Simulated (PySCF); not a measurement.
## Calculated data, AlB$_{2}$H$_{4}$N, CH$_{6}$BNSi

Computed with PySCF 2.14.0. Calculation on a computer-drawn molecule: the log of a Hartree-Fock and frozen-core CCSD(T) single point meant for a local Hartree-Fock minimum, with one planted fault or none, to be diagnosed. Offsets are logged minus clean, where the clean run is the same molecule without the fault. The reference is restricted for singlets and unrestricted otherwise, and also for a bond in bohr or an excited solution. Adding or removing an electron swaps singlet and doublet. The excited solution moves the top pair (singlet) or top alpha electron (doublet) to the lowest empty orbital. Highest occupied and lowest empty are orbital energies over both spins, largest force is the largest gradient component, triples share is (T) over the correlation energy, the T1 limit is 0.02 restricted and 0.045 unrestricted, electrons count all cores, a negative frequency is imaginary (commonest isotopes), and the dipole is about the centre of nuclear charge.

Common to all runs: meant charge 0; meant multiplicity 1; meant basis cc-pV(D+d)Z; logged SCF converged yes; possible faults no fault, one electron removed, one electron added, multiplicity raised by two, geometry at a saddle point, SCF held on an excited solution, minimal basis STO-3G, one bond length entered in bohr, all coordinates scaled.

(1) AlB$_{2}$H$_{4}$N

Logged structure:
```xyz
8
AlB2H4N
B     -3.0748    -2.1068    -2.6819
N     -2.2688    -2.0950    -1.4799
B     -1.5520    -2.0845    -0.4107
Al    -0.3334    -2.0660     1.4051
H     -2.5970    -2.5236    -3.7462
H     -4.2446    -1.7002    -2.6494
H      0.5533    -0.7519     1.7485
H     -0.3390    -3.3666     2.3745
```

* logged electrons: 34
* logged basis functions: 85
* logged spin squared: 0
* logged highest occupied: -10.248 eV
* logged lowest empty: 0.24096 eV
* logged largest force: 0.036754 hartree/bohr
* logged T1 diagnostic: 0.017043
* logged D1 diagnostic: 0.048595
* logged triples share: 0.03634
* logged CC converged: yes
* logged dipole magnitude: 2.3776 debye
* logged SCF stable within its kind: yes
* logged energy HF: -348.08745 hartree
* logged energy CCSD(T): -348.52949 hartree
* planted fault: all coordinates scaled, by +3.0 %
* HF energy offset from clean run: 4.215 kcal/mol
* CCSD(T) energy offset from clean run: 1.144 kcal/mol

Drawn bonds:
```
atom  other atom  order
   1           2      1
   2           3      2
   3           4      1
   1           5      1
   1           6      1
   4           7      1
   4           8      1
```

(2) AlB$_{2}$H$_{4}$N

Logged structure:
```xyz
8
AlB2H4N
B     -2.9853    -2.0455    -2.6038
N     -2.2027    -2.0340    -1.4368
B     -1.5068    -2.0238    -0.3988
Al    -0.3237    -2.0059     1.3641
H     -2.5214    -2.4501    -3.6371
H     -4.1210    -1.6506    -2.5722
H      0.5372    -0.7300     1.6976
H     -0.3292    -3.2686     2.3053
```

* logged electrons: 34
* logged basis functions: 85
* logged spin squared: 2.0193
* logged highest occupied: -5.9741 eV
* logged lowest empty: -1.0546 eV
* logged largest force: 0.17088 hartree/bohr
* logged T1 diagnostic: 0.028138
* logged D1 diagnostic: 0.13517
* logged triples share: 0.030117
* logged CC converged: yes
* logged dipole magnitude: 4.6152 debye
* logged SCF stable within its kind: yes
* logged energy HF: -347.96805 hartree
* logged energy CCSD(T): -348.3696 hartree
* planted fault: multiplicity raised by two
* HF energy offset from clean run: 79.14 kcal/mol
* CCSD(T) energy offset from clean run: 101.5 kcal/mol

Drawn bonds:
```
atom  other atom  order
   1           2      1
   2           3      2
   3           4      1
   1           5      1
   1           6      1
   4           7      1
   4           8      1
```

(3) CH$_{6}$BNSi

Logged structure:
```xyz
10
CH6BNSi
B     -1.4639     0.6260     1.0779
N     -0.4053     0.9832     0.2607
Si     0.7948     1.3744    -0.6497
C      0.7348     2.5489    -2.0871
H     -1.7109     1.2595     2.0772
H     -2.1600    -0.3233     0.8036
H      2.1428     0.8193    -0.4360
H     -0.2726     2.9408    -2.2285
H      1.4241     3.3819    -1.9199
H      1.0546     2.0403    -3.0014
```

* logged electrons: 38
* logged basis functions: 95
* logged spin squared: 0
* logged highest occupied: -3.2328 eV
* logged lowest empty: -4.0909 eV
* logged largest force: 0.28459 hartree/bohr
* logged CC converged: no
* logged dipole magnitude: 6.2397 debye
* logged SCF stable within its kind: no
* logged energy HF: -408.97455 hartree
* planted fault: withheld

Drawn bonds:
```
atom  other atom  order
   1           2      1
   2           3      2
   3           4      1
   1           5      1
   1           6      1
   3           7      1
   4           8      1
   4           9      1
   4          10      1
```

Notes: CCSD not converged.

Question: CH$_{6}$BNSi (entry 3): planted fault?
Answer: SCF held on an excited solution

Further results for CH$_{6}$BNSi (entry 3):

* HF energy offset from clean run: 293.4 kcal/mol
